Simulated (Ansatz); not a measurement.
Basis sets compared for the cluster V2S3. Total charge 0; singlet. Geometry PBE-D4/def2-SVP. Ansatz on 4 threads of Arm Neoverse V2 on a shared host; times are rough, and most runs start from earlier orbitals.

```xyz
5

V    -0.7408   -0.4391    0.4940
V     0.9929   -0.0311   -0.0021
S    -0.5732    0.2145   -1.8240
S     0.8400   -1.5707    1.6418
S    -0.5190    1.8264   -0.3097
```

No other spin state of charge 0 was run. Another isomer (singlet) lies 1.12 eV lower at PBE0-D4/def2-TZVP; other spin states weren't run for this one.

Binding counts from free atoms (V quartet, S triplet) in the same basis, without a counterpoise term.

| level | functions | energy (Eh) | HOMO (eV) | LUMO (eV) | binding per atom (eV) | wall time |
| --- | --- | --- | --- | --- | --- | --- |
| PBE-D4/def2-SVP | 116 | -3081.1438 | -4.25 | -3.60 | – | 1.8 s |
| PBE0-D4/def2-SVP | 116 | -3081.1784 | -5.49 | -2.65 | 3.03 | 2.4 s |

Question: Estimate the rows for PBE-D4/def2-TZVP (with forces), PBE0-D4/def2-TZVP.

Answer: 
| level | functions | energy (Eh) | HOMO (eV) | LUMO (eV) | binding per atom (eV) | wall time |
| --- | --- | --- | --- | --- | --- | --- |
| PBE-D4/def2-TZVP (with forces) | 201 | -3081.8193 | -4.58 | -3.91 | – | 3.1 s |
| PBE0-D4/def2-TZVP | 201 | -3081.8460 | -5.69 | -2.92 | – | 6.5 s |
